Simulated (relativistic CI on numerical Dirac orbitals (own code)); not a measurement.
Transition arrays of Lu34+

Method of calculation: Dirac-Coulomb-Breit CI, separate exchange-only KLI orbitals for each configuration, model QED (radiative potential, 1s self-energy scaled to tabulated hydrogen-like ionisation energies), valence Slater integrals scaled by 0.9, whole transition arrays (own radial code, finite nucleus).

CI space (outside the closed core [Ar] 3d10 4s2): 4p⁶4d, 4p⁶4f, 4p⁵4d², 4p⁶5p, 4p⁶5f. Levels of other configurations are missing.

All E1 lines from the levels of 4p⁶4d; mean and standard deviation are weighted by gf, and upper levels are sorted by their leading configuration.

```
Upper configuration  Lines   Σgf  Mean (eV)  Mean (nm)  σ (eV)  Strongest line (nm)
              4p⁶4f      3   5.3     191.52      6.474    6.98                6.683
             4p⁵4d²     60  36.5     222.35      5.576   25.20                5.210
              4p⁶5p      3   1.0     486.57      2.548    8.69                2.520
              4p⁶5f      3   3.7     649.51      1.909    6.63                1.924
```

Σgf per state of the lower configuration in bins of 0.2 nm over the central range (centre: value): 1.9: 0.37, 2.5: 0.10, 5.1: 0.49, 5.3: 1.88, 5.5: 0.39, 6.3: 0.29, 6.7: 0.40, 6.9: 0.44, 7.1: 0.13.

**Question.** How do configuration mixing and the scaling of the Slater integrals move the arrays?

**Answer.** Slater scale 0.9, no configuration mixing: 4p⁶4f 187.6 ± 5.9 eV (Σgf 4.4), 4p⁵4d² 215.7 ± 28.3 eV (Σgf 36.2), 4p⁶5p 486.7 ± 8.7 eV (Σgf 1.0), 4p⁶5f 649.5 ± 6.6 eV (Σgf 3.6); Slater scale 1: 4p⁶4f 191.8 ± 6.9 eV (Σgf 4.9), 4p⁵4d² 226.0 ± 24.6 eV (Σgf 37.6), 4p⁶5p 486.5 ± 8.7 eV (Σgf 1.0), 4p⁶5f 649.5 ± 6.6 eV (Σgf 3.7); Slater scale 0.8: 4p⁶4f 191.1 ± 7.0 eV (Σgf 5.7), 4p⁵4d² 218.6 ± 25.8 eV (Σgf 35.4), 4p⁶5p 486.6 ± 8.7 eV (Σgf 1.0), 4p⁶5f 649.5 ± 6.6 eV (Σgf 3.7). With mixing, levels are counted to their leading configuration, so an array can shrink or vanish into another, and the sums then hold other lines.
